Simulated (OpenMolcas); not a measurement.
# 4s² 4p along the 31-electron sequence

- Program: OpenMolcas 26.06
- Method: MS-RASPT2, IPEA 0.25 Eh, imaginary shift 0.1 Eh
- Basis: ANO-RCC-VTZP
- Scalar Hamiltonian: DKH2, point nucleus
- Spin-orbit coupling: RASSI with atomic mean-field integrals over the reference wave functions, term energies averaged over their components

Active space for each ion: 3 electrons in 9 orbitals (RAS2 4s 4p; RAS3 4d, at most 2 electrons); closed shells correlated by CASPT2: 3d.

Computed levels in cm-1 above ²P°_1/2:

```tsv
Level	As2+	Se3+	Br4+	Kr5+
²P°_3/2	2650	3930	5530	7350
weight of ²P° in the lowest level (%)	100	100	100	100
```

Measured, with the error of the calculation in %. Measured levels: As2+, Se3+, Br4+ from Moore, Atomic Energy Levels, vol. II, NSRDS-NBS 35 (1971 reprint of NBS Circular 467, 1952); Kr5+ from Saloman, J. Phys. Chem. Ref. Data 36, 215 (2007).

```json
{"Level": "²P°_3/2", "As2+": "2940 (-9.8)", "Se3+": "4376 (-10.2)", "Br4+": "6090 (-9.2)", "Kr5+": "8110 (-9.4)"}
```

The fine-structure level ²P°_3/2 changes by a factor of 2.77 from As2+ to Kr5+. Its fourth root runs 7.17, 7.92, 8.62, 9.26, with steps per unit of Z of 0.74, 0.71, 0.64; equal steps would mean a (Z - σ)^4 law with constant σ.

Active for correlation alone: 4d; no level in the range computed is led by a configuration that fills it, so any true level of that kind is missing. Measured partners are found by configuration, term and J. A level has none where our copy of the source lacks it or the pairing is in doubt (some pairs that miss far off the trend of their configuration count as doubtful), and it then counts in no deviation. Levels of configurations outside the active space are missing.

° marks odd parity.
